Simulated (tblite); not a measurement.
Compound: C₆H₆NO (doublet state).
Geometry (GFN2-xTB, Å), atoms numbered from 1 in this order:
```
atom  x, y, z in Å
N1     2.392    0.637   -0.321
C2     1.493   -0.311   -0.696
O3     1.797   -1.220   -1.447
C4     0.141   -0.154   -0.151
C5    -0.879   -1.202   -0.283
C6    -2.031   -0.754    0.304
C7    -1.790    0.545    0.789
C8    -0.447    0.907    0.491
H9     2.156    1.381    0.308
H10    3.327    0.580   -0.686
H11   -0.695   -2.142   -0.766
H12   -2.959   -1.287    0.383
H13   -2.496    1.163    1.316
H14   -0.009    1.857    0.737
```

Computed with GFN2-xTB (tblite): harmonic, unscaled wavenumbers at the GFN2-xTB geometry, gas phase. Against measured fundamentals such values can be off by several per cent, at times by over 20. One conformer, not necessarily the lowest. Open shells enter through the occupations alone, without spin polarisation, and single modes of such species can be off by tens of per cent.

Harmonic wavenumbers (cm⁻¹): 39.8, 152.1, 183.5, 220.9, 364.4, 416.5, 456.5, 468.7, 543.3, 560.0, 665.9, 668.9, 737.2, 776.4, 785.7, 814.9, 833.8, 961.7, 1016.1, 1044.8, 1059.7, 1138.7, 1168.4, 1196.5, 1277.9, 1318.7, 1403.4, 1445.1, 1513.0, 1678.6, 3125.8, 3138.6, 3154.5, 3168.4, 3482.9, 3562.8.

A = 5077, B = 1585, C = 1214 MHz; mass 108.045 u (most abundant isotopes); point group C1, symmetry number 1; spin multiplicity 2.

Q: What is the zero-point energy?

A: ½Σν̃ = 22272 cm⁻¹ = 266.43 kJ/mol.

Q: Give the ideal-gas entropy at 298.15 K and 1 bar in the rigid-rotor, harmonic-oscillator model (classical rotation).

A: Translation 167.25, rotation 116.69, vibration 80.10, spin (R ln 2) 5.76: S = 369.8 J/(mol K).

Q: And Cp and H(298.15 K) − H(0)?

A: Cp = 130.83 J/(mol K), of which vibrations give 97.57 (their classical limit is 36 R = 299.3); H(298.15 K) − H(0) = 23.14 kJ/mol without the zero-point energy, 13.22 from vibrations.

Q: Which modes carry the vibrational entropy at 298.15 K?

A: 39.8 cm⁻¹: 22.05; 152.1 cm⁻¹: 11.07; 183.5 cm⁻¹: 9.59; 220.9 cm⁻¹: 8.17; 364.4 cm⁻¹: 4.62; 416.5 cm⁻¹: 3.78 J/(mol K); the other 30 give 20.83 together.

Q: What must be added to the electronic energy to get the Gibbs energy at 298.15 K and 1 bar?

A: ZPE + [H(298.15 K) − H(0)] − T·S = 266.43 + 23.14 − 110.26 = 179.31 kJ/mol.

Q: How do the functions run with temperature in this model?

A: 
```csv
T (K),S (J/(mol K)),Cp (J/(mol K)),H − H(0) (kJ/mol),G − H(0) (kJ/mol),ln q(vib)
150,301.2,75.5,7.87,-37.31,1.82
250,348.4,112.9,17.27,-69.83,3.45
400,413.1,164.5,38.23,-127.01,6.17
600,489.4,211.2,76.19,-217.47,9.95
900,583.4,251.2,146.15,-378.94,15.38
```

q(vib) and H(0) count from the zero-point level.

Hindered rotation and anharmonicity are outside this model. Other conformers, if any are populated, would add a mixing term that is left out. The structure is chiral; the term R ln 2 for an equal mix with its mirror image is left out.
